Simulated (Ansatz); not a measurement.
The cluster Ge3Te7. The state is a singlet with charge 0. Geometry PBE-D4/def2-SVP.

| atom | x (Å) | y (Å) | z (Å) |
| --- | --- | --- | --- |
| Ge1 | -1.779 | -2.181 | -1.108 |
| Ge2 | -0.102 | 1.445 | -1.871 |
| Ge3 | -0.511 | 0.551 | 0.414 |
| Te4 | 0.884 | -1.748 | -0.141 |
| Te5 | 0.292 | 1.638 | 2.661 |
| Te6 | 0.668 | 3.574 | -2.637 |
| Te7 | -0.494 | -0.752 | -3.151 |
| Te8 | 2.591 | 0.115 | 2.757 |
| Te9 | -2.930 | -0.297 | 0.483 |
| Te10 | 1.381 | -2.346 | 2.593 |

In the def2 sets Te takes a core potential, while STO-3G treats all electrons; there is no spin–orbit coupling. Another isomer (singlet) lies 0.27 eV lower at PBE0-D4/def2-SVP; other spin states weren't run for this one.

(1) Estimate the orbital energies around the gap (eV) in Ansatz with HF/STO-3G, PBE-D4/def2-TZVP, r2SCAN-D4/def2-TZVP, PBE0-D4/def2-SVP, PBE0-D4/def2-TZVP.

## Answers

(1) 
```csv
orbital,HF/STO-3G,PBE-D4/def2-TZVP,r2SCAN-D4/def2-TZVP,PBE0-D4/def2-SVP,PBE0-D4/def2-TZVP
HOMO−9,-8.22,-6.95,-7.26,-7.98,-7.93
HOMO−8,-7.98,-6.78,-7.08,-7.82,-7.76
HOMO−7,-7.60,-6.56,-6.86,-7.57,-7.54
HOMO−6,-7.41,-6.33,-6.61,-7.31,-7.29
HOMO−5,-7.18,-5.96,-6.21,-6.90,-6.87
HOMO−4,-6.82,-5.77,-6.04,-6.73,-6.72
HOMO−3,-6.69,-5.76,-6.02,-6.67,-6.66
HOMO−2,-6.14,-5.51,-5.76,-6.43,-6.44
HOMO−1,-5.58,-5.41,-5.66,-6.31,-6.30
HOMO,-5.40,-5.11,-5.34,-5.96,-5.97
LUMO,2.35,-3.69,-3.72,-3.20,-3.16
LUMO+1,2.73,-3.57,-3.57,-3.04,-3.01
LUMO+2,3.32,-3.44,-3.42,-2.88,-2.85
LUMO+3,3.79,-3.27,-3.25,-2.73,-2.68
LUMO+4,3.83,-3.22,-3.21,-2.63,-2.61
LUMO+5,4.57,-2.85,-2.79,-2.22,-2.23
```
